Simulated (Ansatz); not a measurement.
Total energies of Cl$_{2}$GeH$_{4}$Si (`Cl[SiH](Cl)[GeH3]`).

| atom | x (Å) | y (Å) | z (Å) |
| --- | --- | --- | --- |
| Cl1 | 0.736 | -1.571 | 1.968 |
| Si2 | 0.781 | 0.124 | 0.812 |
| Cl3 | 2.607 | 0.257 | -0.115 |
| Ge4 | -0.926 | -0.001 | -0.834 |
| H5 | 0.672 | 1.281 | 1.729 |
| H6 | -0.889 | 1.259 | -1.711 |
| H7 | -0.685 | -1.243 | -1.702 |
| H8 | -2.297 | -0.107 | -0.148 |

Total charge 0; spin multiplicity 1. Correlated methods include outer-core shells of Ge, which these sets cover unevenly. Scalar relativity is left out up to krypton. The geometry is a stationary point of PBE0-D4/def2-TZVP. Basis def2-TZVPP, the Gaussian-basis code of Ansatz.

RPA on PBE orbitals: Hartree–Fock energy of these orbitals -3285.70057 Eh, correlation -1.27368 Eh (frozen core).

```csv
functional,energy without D4 (Eh),D4 term (kJ/mol)
PBE,-3288.59057,-23.2
B2PLYP,-3288.68678,–
```

(1) Give the same for LDA (SPW92), revPBE, BLYP, r2SCAN, B97M-V, PBE0, B3LYP, r2SCANh, r2SCAN0, HSE06 (plane-wave form), BHLYP, CAM-B3LYP, LC-ωPBE, ωB97X-V, ωB97M-V, PBE-QIDH. (Best estimate.)

B3LYP takes the VWN-RPA correlation (the form of Gaussian; ORCA's B3LYP/G). HSE06 is the plane-wave form, built on full-range PBE exchange. The double hybrids freeze the cores in their second-order part.

Answers

(1) The calculation gave: 
```csv
functional,energy without D4 (Eh),D4 term (kJ/mol)
LDA (SPW92),-3282.11727,–
revPBE,-3289.04654,-56.7
BLYP,-3289.47316,-49.3
r2SCAN,-3289.34550,-5.3
B97M-V,-3288.74469,–
PBE0,-3288.75270,-20.0
B3LYP,-3289.53797,-38.1
r2SCANh,-3289.33371,-5.9
r2SCAN0,-3289.31743,-6.6
HSE06 (plane-wave form),-3288.73084,-19.0
BHLYP,-3289.41870,-34.0
CAM-B3LYP,-3289.59112,-20.9
LC-ωPBE,-3288.82842,–
ωB97X-V,-3289.06961,–
ωB97M-V,-3289.24862,–
PBE-QIDH,-3288.17580,–
```

LC-ωPBE has ω = 0.4 bohr⁻¹.
